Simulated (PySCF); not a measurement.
Cl3Fe (SMILES [Cl][Fe]([Cl])[Cl]), sextet, geometry from GFN2-xTB (such geometries of metal compounds can be far from the true shape); DF-SVWN5/cc-pVTZ (PySCF).

PySCF was given this input:
```python
from pyscf import gto, scf, dft

mol = gto.Mole()
mol.atom = '''
    Fe   -0.09061902   -0.36016981   -0.20402693
    Cl    1.97242024   -0.04348847   -0.35061360
    Cl   -0.67696321   -0.59021958    1.79126336
    Cl   -1.15686324    1.18455599   -1.12860857
'''
mol.basis = 'cc-pvtz'
mol.spin = 5
mol.verbose = 4
mol.symmetry = True
mol.build()

mf = dft.UKS(mol)
mf.xc = 'lda,vwn'
mf = mf.density_fit(auxbasis='def2-universal-jkfit')
mf.kernel()
mf.analyze()
```

Predict the main parts of the log of this PySCF run.


```
PySCF version 2.14.0

[INPUT] verbose = 4
[INPUT] num. atoms = 4
[INPUT] num. electrons = 77
[INPUT] charge = 0
[INPUT] spin (= nelec alpha-beta = 2S) = 5
[INPUT] symmetry True subgroup None
[INPUT] Mole.unit = angstrom
[INPUT] Symbol           X                Y                Z      unit          X                Y                Z       unit  Magmom
[...]
nuclear repulsion = 468.326338382007
point group symmetry = C3v, use subgroup Cs
symmetry origin: [-2.20877082e-09 -1.96335176e-09  1.22709494e-09]
symmetry axis x: [-0.60390598  0.50244632 -0.61874491]
symmetry axis y: [0.21385198 0.84996529 0.48148347]
symmetry axis z: [ 0.7678313   0.15845092 -0.62074826]
num. orbitals of irrep A' = 101
num. orbitals of irrep A" = 69
number of shells = 36
number of NR pGTOs = 308
number of NR cGTOs = 170
basis = cc-pvtz
ecp = {}

******** <class 'pyscf.df.df_jk.DFSymAdaptedUKS'> ********
method = DFSymAdaptedUKS
initial guess = minao
damping factor = 0
level_shift factor = 0
DIIS = <class 'pyscf.scf.diis.CDIIS'>
diis_start_cycle = 1
diis_space = 8
diis_damp = 0
SCF conv_tol = 1e-09
SCF conv_tol_grad = None
SCF max_cycles = 50
direct_scf = False
number electrons alpha = 41  beta = 36
XC library pyscf.dft.libxc version 7.1.2
    S. Lehtola, C. Steigemann, M. J. T. Oliveira, and M. A. L. Marques,  SoftwareX 7, 1–5 (2018)
XC functionals = lda,vwn
    P. A. M. Dirac,  Math. Proc. Cambridge Philos. Soc. 26, 376 (1930)
    F. Bloch,  Z. Phys. 57, 545 (1929)
    S. H. Vosko, L. Wilk, and M. Nusair,  Can. J. Phys. 58, 1200 (1980)
radial grids:
    Treutler-Ahlrichs [JCP 102, 346 (1995); DOI:10.1063/1.469408] (M4) radial grids

becke partition: Becke, JCP 88, 2547 (1988); DOI:10.1063/1.454033
pruning grids: <function nwchem_prune>
grids dens level: 3
symmetrized grids: True
atomic radii adjust function: <function treutler_atomic_radii_adjust>
small_rho_cutoff = 0
Freeze 0 electrons in irreps []
    77 free electrons in irreps A' A"
Set gradient conv threshold to 3.16228e-05
tot grids = 77544
init E= -2636.78928090773

cycle= 1 E= -2622.71472436875  delta_E= 14.1  |g|= 4.88  |ddm|= 38.1

cycle= 2 E= -2530.36664357901  delta_E= 92.3  |g|= 19.1  |ddm|=  103

cycle= 3 E= -2574.64371373688  delta_E= -44.3  |g|= 15.1  |ddm|= 92.6

cycle= 4 E= -2586.27241671503  delta_E= -11.6  |g|= 13.8  |ddm|= 5.55

cycle= 5 E= -2601.58843431299  delta_E= -15.3  |g|= 11.6  |ddm|= 4.08

cycle= 6 E= -2611.3283113088  delta_E= -9.74  |g|= 9.98  |ddm|= 2.61

cycle= 7 E= -2612.86579731742  delta_E= -1.54  |g|= 9.65  |ddm|= 0.726

cycle= 8 E= -2615.17078540354  delta_E= -2.3  |g|=  9.2  |ddm|=  1.8
cycle= 9 E= -2622.72411522262  delta_E= -7.55  |g|= 7.54  |ddm|= 5.89

cycle= 10 E= -2556.59724534683  delta_E= 66.1  |g|= 8.31  |ddm|=  247
cycle= 11 E= -2613.7921323527  delta_E= -57.2  |g|= 8.85  |ddm|=  239
cycle= 12 E= -2621.31618356536  delta_E= -7.52  |g|= 7.92  |ddm|= 11.8
cycle= 13 E= -2625.16643125696  delta_E= -3.85  |g|= 6.93  |ddm|= 3.89

cycle= 14 E= -2624.96575587219  delta_E= 0.201  |g|= 6.91  |ddm|= 2.21

cycle= 15 E= -2625.57310988317  delta_E= -0.607  |g|= 6.83  |ddm|= 0.894

cycle= 16 E= -2626.05851648275  delta_E= -0.485  |g|= 6.63  |ddm|= 0.504
cycle= 17 E= -2627.16812937844  delta_E= -1.11  |g|= 6.48  |ddm|=  1.2

cycle= 18 E= -2625.90890555847  delta_E= 1.26  |g|= 6.71  |ddm|= 1.48

cycle= 19 E= -2609.24509928643  delta_E= 16.7  |g|=  8.4  |ddm|=  116

cycle= 20 E= -2635.16621803122  delta_E= -25.9  |g|= 2.86  |ddm|=  118
cycle= 21 E= -2636.14060223845  delta_E= -0.974  |g|= 2.05  |ddm|= 3.42

cycle= 22 E= -2637.29627148421  delta_E= -1.16  |g|= 1.19  |ddm|= 2.97

cycle= 23 E= -2637.41503249139  delta_E= -0.119  |g|= 0.921  |ddm|= 0.784
cycle= 24 E= -2637.6065033347  delta_E= -0.191  |g|= 0.427  |ddm|= 0.529
cycle= 25 E= -2637.64263575106  delta_E= -0.0361  |g|= 0.282  |ddm|= 0.578
cycle= 26 E= -2637.67723656622  delta_E= -0.0346  |g|= 0.116  |ddm|= 0.262
cycle= 27 E= -2637.68204361787  delta_E= -0.00481  |g|= 0.00509  |ddm|= 0.0865
[...]
SCF not converged.
Total Energy =                       -2637.682054802784023
[...]
beta  MO #109 (A' #66), energy= 1.93674118421855 occ= 0
beta  MO #110 (A" #44), energy= 1.96625356459264 occ= 0
beta  MO #111 (A' #67), energy= 1.96625422149876 occ= 0
beta  MO #112 (A" #45), energy= 1.97634083193169 occ= 0
beta  MO #113 (A" #46), energy= 1.99177042709188 occ= 0
beta  MO #114 (A' #68), energy= 1.99177212575266 occ= 0
beta  MO #115 (A' #69), energy= 1.99199507328369 occ= 0
beta  MO #116 (A" #47), energy= 1.99199786272274 occ= 0
beta  MO #117 (A" #48), energy= 1.99228311453158 occ= 0
beta  MO #118 (A' #70), energy= 1.99251725191374 occ= 0
beta  MO #119 (A" #49), energy= 2.00432828605234 occ= 0
beta  MO #120 (A' #71), energy= 2.00432906745877 occ= 0
beta  MO #121 (A' #72), energy= 2.08502125048358 occ= 0
beta  MO #122 (A" #50), energy= 2.10397545486921 occ= 0
beta  MO #123 (A' #73), energy= 2.10397622486626 occ= 0
beta  MO #124 (A' #74), energy= 2.10804832212411 occ= 0
beta  MO #125 (A' #75), energy= 2.12725405332588 occ= 0
beta  MO #126 (A" #51), energy= 2.14176634046341 occ= 0
beta  MO #127 (A' #76), energy= 2.1417693973439 occ= 0
beta  MO #128 (A" #52), energy= 2.15368529068915 occ= 0
beta  MO #129 (A' #77), energy= 2.15368723454017 occ= 0
beta  MO #130 (A" #53), energy= 2.18098091563832 occ= 0
beta  MO #131 (A' #78), energy= 2.18460978034917 occ= 0
beta  MO #132 (A' #79), energy= 2.22239123663503 occ= 0
beta  MO #133 (A" #54), energy= 2.22239166678669 occ= 0
beta  MO #134 (A' #80), energy= 2.43025484517774 occ= 0
beta  MO #135 (A' #81), energy= 2.44000602694821 occ= 0
beta  MO #136 (A" #55), energy= 2.44000678098428 occ= 0
beta  MO #137 (A" #56), energy= 2.55163442123198 occ= 0
beta  MO #138 (A' #82), energy= 2.55163526391708 occ= 0
beta  MO #139 (A" #57), energy= 2.60400649637493 occ= 0
beta  MO #140 (A' #83), energy= 2.75722441456956 occ= 0
beta  MO #141 (A' #84), energy= 2.93603794362228 occ= 0
beta  MO #142 (A" #58), energy= 2.98312126069163 occ= 0
beta  MO #143 (A' #85), energy= 2.98312214944775 occ= 0
beta  MO #144 (A" #59), energy= 3.39718099281525 occ= 0
beta  MO #145 (A' #86), energy= 3.39718194933292 occ= 0
beta  MO #146 (A' #87), energy= 3.47513174267098 occ= 0
beta  MO #147 (A' #88), energy= 4.41151319749917 occ= 0
beta  MO #148 (A' #89), energy= 4.45330125819728 occ= 0
beta  MO #149 (A" #60), energy= 4.45330176617401 occ= 0
beta  MO #150 (A" #61), energy= 4.73138901519954 occ= 0
beta  MO #151 (A' #90), energy= 4.73138974215485 occ= 0
beta  MO #152 (A' #91), energy= 5.09774362522873 occ= 0
beta  MO #153 (A" #62), energy= 5.15017091190325 occ= 0
beta  MO #154 (A' #92), energy= 5.15017353226019 occ= 0
beta  MO #155 (A' #93), energy= 8.18237913430303 occ= 0
beta  MO #156 (A" #63), energy= 8.18239482908329 occ= 0
beta  MO #157 (A' #94), energy= 8.18438618009664 occ= 0
beta  MO #158 (A' #95), energy= 8.18483681286843 occ= 0
beta  MO #159 (A" #64), energy= 8.18484296323148 occ= 0
beta  MO #160 (A" #65), energy= 8.18528045401523 occ= 0
beta  MO #161 (A' #96), energy= 8.20079674643367 occ= 0
beta  MO #162 (A" #66), energy= 8.2296646025334 occ= 0
beta  MO #163 (A' #97), energy= 8.22969521134733 occ= 0
beta  MO #164 (A' #98), energy= 8.561976055571 occ= 0
beta  MO #165 (A" #67), energy= 8.59911648372011 occ= 0
beta  MO #166 (A' #99), energy= 8.59912318531097 occ= 0
beta  MO #167 (A" #68), energy= 8.63768271120396 occ= 0
beta  MO #168 (A" #69), energy= 8.76786989864001 occ= 0
beta  MO #169 (A' #100), energy= 8.76787575831275 occ= 0
beta  MO #170 (A' #101), energy= 8.91508029943399 occ= 0
 ** Mulliken pop alpha/beta on meta-lowdin orthogonal AOs **
 ** Mulliken pop       alpha | beta **
In total            41.00000 | 36.00000
 ** Mulliken atomic charges   ( Nelec_alpha | Nelec_beta ) **
charge of  0Fe =      1.13781  (    14.26957     10.59262 )
charge of  1Cl =     -0.37927  (     8.91014      8.46913 )
charge of  2Cl =     -0.37927  (     8.91014      8.46913 )
charge of  3Cl =     -0.37926  (     8.91014      8.46912 )
Dipole moment(X, Y, Z, Debye): -0.41223, -1.63815, -0.92806
```

Convergence was not reached.
